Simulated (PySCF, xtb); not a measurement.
Sb(F)3 cation (F3Sb), SMILES [F][Sb]([F])[F] (connectivity only; charge and spin as stated), charge +1, multiplicity 2.

Harmonic wavenumbers (cm⁻¹) from xtb with GFN2-xTB at its own minimum, in rising order: 95, 95, 120, 322, 323, 370.

What does B3LYP-D3(BJ)/def2-SVP run with PySCF 2.14.0 give at its own minimum? (The exact figures need the calculation; the answer reports its results.)

154, 154, 176, 635, 654, 654. Paired by order, the mean absolute difference is 184 cm⁻¹ and the zero-point energies are 1.9 and 3.5 kcal/mol.
